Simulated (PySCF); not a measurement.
Species: C3H12BP.
Bonds: B1–P2, P2–C3, P2–C4, P2–C5. Hydrogens: H6, H7, H8 on B1; H9, H10, H11 on C3; H12, H13, H14 on C4; H15, H16, H17 on C5.

Method: PySCF, PBE0-D3(BJ)/def2-SVP geometry optimisation, gas phase.

Problem. List the bond lengths and angles at this level.

Solution. 
| bond | length (Å) |
| --- | --- |
| B1–P2 | 1.904 |
| P2–C3, P2–C4, P2–C5 | 1.821 |
| B1–H6, B1–H7, B1–H8 | 1.225 |
| C3–H9 and 8 like bonds | 1.100 |

Bonds in one row agree within 0.01 Å and their mean is given. A selection of angles:
| angle | degrees |
| --- | --- |
| P2–B1–H6 | 105.1 |
| H6–B1–H7 | 113.5 |
| B1–P2–C3 | 114.1 |
| C3–P2–C4 | 104.5 |
| C3–P2–C5 | 104.5 |
| P2–C3–H9 | 112.0 |
| P2–C3–H10 | 108.8 |
| H9–C3–H10 | 109.6 |
| H10–C3–H11 | 108.1 |

B1 (four-coordinate boron) is distorted tetrahedral (angles from 105.0° to 113.5°). P2 (phosphorus bonded to B and 3 C) is distorted tetrahedral (angles from 104.5° to 114.1°). All 3 C–P bonds measure 1.821 Å.

Point group: C3v (tolerance 0.08 Å). PBE0-D3(BJ)/def2-SVP frequencies: not computed here.

Hardware: one thread, Arm Neoverse V1 (aarch64), shared host. Cost: 26 s, 0.60 GiB resident at most. This is the geometry optimisation.
